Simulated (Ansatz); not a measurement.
An input meant for the cluster AlCu₂ (charge 0, doublet).

```yaml
crystal:
  periodic: [false, false, false]
  atoms:
    - {symbol: Al, position_ang: [0.106577, 1.565185, 0.213090]}
    - {symbol: Cu, position_ang: [0.809644, -0.624265, -0.978354]}
    - {symbol: Cu, position_ang: [-0.452397, -0.686424, 0.989573]}
basis:
  gaussian: {orbitals: pcseg-2, nuclear_model: gaussian}
magnetization: {spin_polarized: true, initial_magnetization: 1}
hamiltonian: {xc: {name: B3LYP5}}
relax: {f_tol: 0.0001, max_steps: 3}
output: {forces: true}
```

```sh
$ ansatz run in.yaml --threads 4 --pin off --events-out ev --progress --plain --max-ram 3916MiB
```

Problem. Predict how Ansatz answers.

Solution. The SCF steps converged, but the relaxation ran out of steps. The relaxation is allowed too few steps for its threshold.
```
Functional definition: B3LYP5
1240 factors; their error is unknown
mean field evaluation 1: about -95869.4163 eV, gradient 5.2e1 eV
mean field evaluation 2: about -95253.2149 eV, gradient 4.7e2 eV
mean field evaluation 4: about -95865.2172 eV, gradient 7.4e1 eV
mean field evaluation 8: about -95876.1119 eV, gradient 1.4e-1 eV
mean field evaluation 16: about -95876.5204 eV, gradient 2.3e-3 eV
mean field -95876.52040994 eV, -3523.3971376258 hartree, gradient 1.7e-5 eV, S^2 0.756553; 1 other end points of the search recorded, 0 dependent functions left out
reference -95876.52060499 eV, -3523.3971447937 hartree; 36, 35 occupied and 110, 111 virtual orbitals, 1240 factors
relax step   1: F+E_penalty+E_count = -95876.52040994 eV  Δ(F+E_penalty+E_count) = +0.000e0 eV  max|allowed force component| = 1.757e-1 eV/Å  Δτ_max = 0.0000 Å  (48 SCF iters, accepted)
1240 factors; their error is unknown
mean field evaluation 32: about -95876.5278 eV, gradient 1.8e-4 eV
mean field -95876.52775563 eV, -3523.3974075747 hartree, gradient 9.3e-6 eV, S^2 0.756537; 0 other end points of the search recorded, 0 dependent functions left out
reference -95876.52795068 eV, -3523.3974147426 hartree; 36, 35 occupied and 110, 111 virtual orbitals, 1240 factors
relax step   2: F+E_penalty+E_count = -95876.52775563 eV  Δ(F+E_penalty+E_count) = -7.346e-3 eV  max|allowed force component| = 1.068e-1 eV/Å  Δτ_max = 0.0183 Å  (47 SCF iters, accepted)
1240 factors; their error is unknown
mean field -95876.53324434 eV, -3523.3976092812 hartree, gradient 2.0e-5 eV, S^2 0.756540; 0 other end points of the search recorded, 0 dependent functions left out
reference -95876.53343954 eV, -3523.3976164544 hartree; 36, 35 occupied and 110, 111 virtual orbitals, 1240 factors
relax step   3: F+E_penalty+E_count = -95876.53324434 eV  Δ(F+E_penalty+E_count) = -5.489e-3 eV  max|allowed force component| = 2.073e-2 eV/Å  Δτ_max = 0.0418 Å  (45 SCF iters, accepted)
Error: geometry relaxation did not converge after 3 steps: max|allowed force component| = 2.07e-2 eV/Å (threshold 1.0e-4). Raise `relax.max_steps` over both its present limit and 3, loosen `relax.f_tol`, or start from a geometry closer to equilibrium. Where this run's directory can be resumed (`checkpoint.write`), a resume goes on for up to `relax.max_steps` more
```
